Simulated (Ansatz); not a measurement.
BiF3 (the lowest singlet isomer of a short search) was relaxed with PBE-D4 (def2-TZVP) in Ansatz in these states: neutral quintet, neutral singlet, neutral triplet. The geometries follow in no particular order.

In the def2 sets Bi takes a core potential; there is no spin–orbit coupling.

A:

Cartesian coordinates in Å:
```
Bi 0.033 -0.583 -1.664
F -0.117 -1.387 0.330
F 0.697 0.391 0.993
F -0.614 1.579 0.341
```

B:

```csv
atom,x (Å),y (Å),z (Å)
Bi1,-0.3706,-0.2682,0.8291
F2,-0.6390,1.7473,1.0947
F3,0.4894,0.2594,-1.0787
F4,0.5202,-1.7385,-0.8451
```

C:

Cartesian coordinates in Å:
```
Bi -0.479 -0.580 -0.179
F -0.886 0.652 1.367
F 1.439 -0.947 0.331
F -0.075 0.875 -1.519
```

Judge from the bond lengths which geometry belongs to which state (an estimate).

A is the neutral quintet (Bi1–F4 3.018 Å, Bi1–F3 2.907 Å, Bi1–F2 2.155 Å); B is the neutral triplet (Bi1–F4 2.400 Å, Bi1–F3 2.158 Å, Bi1–F2 2.051 Å); C is the neutral singlet (Bi1–F4 2.019 Å, Bi1–F3 2.019 Å, Bi1–F2 2.019 Å).

At PBE0-D4/def2-TZVP a singlet lies 8.49 eV below the neutral quintet. At PBE0-D4/def2-TZVP a singlet lies 4.31 eV below the neutral triplet. In the quintet, F3 and F4 lie 1.89 Å apart (atoms count from 1), so these atoms are partly bonded to each other. These are the stationary points nearest to one start from a short search; other shapes may lie lower in each state. The neutral quintet has come apart into loosely held pieces.
